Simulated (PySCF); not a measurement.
# Radiative rates from a computed spectrum

trans-Hf(PH3)2Cl4 (singlet state).
SMILES: `[PH3]->[Hf](<-[PH3])([Cl])([Cl])([Cl])[Cl]`

Method: TDDFT CAM-B3LYP/def2-SVPD, vertical, gas phase, core orbitals frozen in the response, def2 core potentials past Kr (PySCF). Isolated species at its PBE0-D3(BJ)/def2-SVP geometry, gas phase. Spin–orbit coupling is left out.

Computed singlets with f of 0.002 or more:

```
state  E (eV)       f
   S3    5.17   0.019
   S4    5.17   0.019
   S8    5.55  0.0098
   S9    5.57   0.047
```

Task: Turn these into Einstein A coefficients, radiative lifetimes, transition dipoles and integrated cross-sections.

Result: For one non-degenerate pair of states in vacuum, A = 0.6670 f ν̃² s⁻¹ with ν̃ in cm⁻¹, τ = 1/A, |μ|² = 3f / (2ΔE) in atomic units, and the integrated cross-section is ∫σ dE = 109.76 f Mb·eV.

| state | A (s⁻¹) | τ | \|μ\| (D) | ∫σ dE (Mb·eV) |
| --- | --- | --- | --- | --- |
| S3 | 2.2×10⁷ | 46 ns | 0.98 | 2.1 |
| S4 | 2.2×10⁷ | 45 ns | 0.99 | 2.1 |
| S8 | 1.3×10⁷ | 76 ns | 0.68 | 1.1 |
| S9 | 6.3×10⁷ | 16 ns | 1.49 | 5.2 |

Leading configurations: S3 H→L/L+1 (≥58%); S4 H→L/L+1 (≥58%); S8 H-4→L/L+1 (≥57%); S9 H-2→L/L+1 (≥71%) (H = HOMO, L = LUMO).

States that coincide in energy are taken one by one. Only emission to the ground state at the vertical energy is counted.

Task: What is the integrated cross-section of all computed states together?

Result: Σf = 0.098 over S1 to S9, so 109.76 × Σf ≈ 10.8 Mb·eV.

Task: How much energy does a mole of photons resonant with S9 carry?

Result: 5.566 eV × 96.485 = 537 kJ/mol (128 kcal/mol).

Task: By what factor does the largest A in the list exceed the smallest?

Result: S9 has 4.8 times the rate of S8.

All these states lie below the vertical ionisation energy of 10.09 eV (ΔSCF).
